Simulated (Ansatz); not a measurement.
```yaml
crystal:
  periodic: [false, false, false]
  atoms:
    - {symbol: C, position_ang: [-0.990138, -1.734274, 2.160402]}
    - {symbol: O, position_ang: [-0.921486, -1.947045, 0.700315]}
    - {symbol: In, position_ang: [-0.113909, -0.521457, -0.563434]}
    - {symbol: N, position_ang: [-0.058987, -0.749004, -2.663362]}
    - {symbol: O, position_ang: [0.377888, 1.240994, 0.432938]}
    - {symbol: C, position_ang: [0.904276, 2.421372, -0.271204]}
    - {symbol: H, position_ang: [-0.025286, -2.085126, 2.684495]}
    - {symbol: H, position_ang: [-1.862282, -2.356496, 2.579760]}
    - {symbol: H, position_ang: [-1.166987, -0.635159, 2.455872]}
    - {symbol: H, position_ang: [-0.012229, -1.754939, -2.999108]}
    - {symbol: H, position_ang: [0.699302, -0.191747, -3.154223]}
    - {symbol: H, position_ang: [0.204701, 2.798382, -1.108477]}
    - {symbol: H, position_ang: [1.942702, 2.236041, -0.741181]}
    - {symbol: H, position_ang: [1.022412, 3.278489, 0.487207]}
basis:
  gaussian: {orbitals: def2-SVP, final_grid: {core_spheres: 20, valence_spheres: 16, degree: 47}}
magnetization: {spin_polarized: true, initial_magnetization: 4}
hamiltonian: {xc: {name: PBE-QIDH}}
```

```sh
$ ansatz run in.yaml --threads 8 --pin off --events-out ev --progress --plain --max-ram 18278MiB
```

Output, abridged:

```
Functional definition: PBE-QIDH
1451 factors; integrals over basis functions are off by at most 1.4e-3 eV
mean field evaluation 1: about -12913.2742 eV, gradient 2.8e1 eV
mean field evaluation 2: about -12913.4283 eV, gradient 2.8e1 eV
mean field evaluation 4: about -12918.0397 eV, gradient 7.8e0 eV
mean field evaluation 8: about -12918.4863 eV, gradient 9.2e-1 eV
mean field evaluation 16: about -12918.9127 eV, gradient 2.7e0 eV
mean field evaluation 32: about -12918.8025 eV, gradient 5.0e0 eV
mean field -12919.17409415 eV, -474.7708910294 hartree, gradient 2.2e-6 eV, S^2 6.018535; 2 other end points of the search recorded, 0 dependent functions left out
9 core orbitals not correlated: weight in the atoms' cores, before any rotation towards them, 1.000 or more for the frozen orbitals, at most 0.000 for the correlated occupied ones
reference -12919.17411193 eV, -474.7708916826 hartree; 25, 21 occupied and 102, 106 virtual orbitals, 1451 factors
second order -26.13239198 eV of doubles, -0.00000000 eV of singles
Total energy: -12927.88490925 eV, -475.0910075799 hartree
```

Task: Something in this input is off. What?

Result: The spin is set far too high for this molecule. Self-consistency was reached. The result belongs to that input, not to the molecule as meant.
